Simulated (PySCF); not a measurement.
PySCF input (BP86/def2-SVP):

```python
from pyscf import gto, dft

mol = gto.M(
    atom='''
    C     0.49340100   -0.59685400    0.01157200
    C    -0.79925400   -0.33162200    0.07436000
    F    -1.72376400   -1.26740200    0.19996900
    F    -1.34397000    0.86328500    0.02315200
    Cl    1.68238800    0.63658900   -0.15211800
    H     0.84413700   -1.61410400    0.06231800
    ''',
    basis='def2-svp',
    charge=0,
    spin=0,
    verbose=4,
)

mf = dft.RKS(mol, xc='bp86')
mf.grids.level = 3
mf.conv_tol = 1e-9
mf.max_cycle = 100
mf.max_memory = 1500
mf.kernel()
if not mf.converged:
    mf = mf.newton()
    mf.kernel(mf.make_rdm1())
mf.dip_moment()
```

From the output:

```
SCF conv_tol = 1e-09
SCF conv_tol_grad = None
SCF max_cycles = 100
direct_scf = True
direct_scf_tol = 1e-13
XC library pyscf.dft.libxc version 7.1.2
    S. Lehtola, C. Steigemann, M. J. T. Oliveira, and M. A. L. Marques,  SoftwareX 7, 1–5 (2018)
XC functionals = bp86
    A. D. Becke,  Phys. Rev. A 38, 3098 (1988)
    J. P. Perdew,  Phys. Rev. B 33, 8822 (1986)
    J. P. Perdew,  Phys. Rev. B 34, 7406–7406 (1986)
radial grids:
    Treutler-Ahlrichs [JCP 102, 346 (1995); DOI:10.1063/1.469408] (M4) radial grids

becke partition: Becke, JCP 88, 2547 (1988); DOI:10.1063/1.454033
pruning grids: <function nwchem_prune>
grids dens level: 3
symmetrized grids: False
atomic radii adjust function: <function treutler_atomic_radii_adjust>
small_rho_cutoff = 0
Set gradient conv threshold to 3.16228e-05
Initial guess from minao.
tot grids = 85448
init E= -736.968978670874
  HOMO = -0.260023435742421  LUMO = -0.0411867366081275  gap/eV = 5.95485
cycle= 1 E= -736.269191547235  delta_E=  0.7  |g|= 0.649  |ddm|= 2.81
  HOMO = -0.214216278552799  LUMO = -0.0410186177329845  gap/eV = 4.71295
cycle= 2 E= -736.072976285898  delta_E= 0.196  |g|= 1.21  |ddm|= 1.51
  HOMO = -0.213516447214797  LUMO = -0.0132948409528577  gap/eV = 5.44831
cycle= 3 E= -736.341454107072  delta_E= -0.268  |g|= 0.124  |ddm|= 1.02
  HOMO = -0.222862659291551  LUMO = -0.0273338943391046  gap/eV = 5.32061
cycle= 4 E= -736.344019690239  delta_E= -0.00257  |g|= 0.082  |ddm|= 0.235
  HOMO = -0.225092650883592  LUMO = -0.0282954563752846  gap/eV = 5.35512
cycle= 5 E= -736.345657845178  delta_E= -0.00164  |g|= 0.0208  |ddm|= 0.102
  HOMO = -0.223174019725329  LUMO = -0.025971671819502  gap/eV = 5.36615
cycle= 6 E= -736.345752832363  delta_E= -9.5e-05  |g|= 0.00608  |ddm|= 0.0216
  HOMO = -0.223275559351082  LUMO = -0.0263944922991302  gap/eV = 5.35741
cycle= 7 E= -736.345761863136  delta_E= -9.03e-06  |g|= 0.00109  |ddm|= 0.0088
  HOMO = -0.223320185835319  LUMO = -0.0263818023269433  gap/eV = 5.35897
cycle= 8 E= -736.345762179495  delta_E= -3.16e-07  |g|= 0.000312  |ddm|= 0.00197
  HOMO = -0.223316157335576  LUMO = -0.0263770952008033  gap/eV = 5.35898
cycle= 9 E= -736.345762194575  delta_E= -1.51e-08  |g|= 0.000125  |ddm|= 0.000345
  HOMO = -0.22331319536463  LUMO = -0.0263763960256758  gap/eV = 5.35892
cycle= 10 E= -736.345762197163  delta_E= -2.59e-09  |g|= 2.07e-05  |ddm|= 0.000128
  HOMO = -0.223313734402963  LUMO = -0.0263763756701918  gap/eV = 5.35894
cycle= 11 E= -736.345762197263  delta_E= -1.01e-10  |g|= 4.77e-06  |ddm|= 2.82e-05
  HOMO = -0.223313629472868  LUMO = -0.0263762141903778  gap/eV = 5.35894
Extra cycle  E= -736.345762197264  delta_E= -6.82e-13  |g|= 6.88e-06  |ddm|= 1.47e-05
converged SCF energy = -736.345762197264
Dipole moment(X, Y, Z, Debye):  0.10272, -0.86178,  0.05529
```

The geometry given is a B3LYP-D3(BJ)/def2-TZVP minimum.
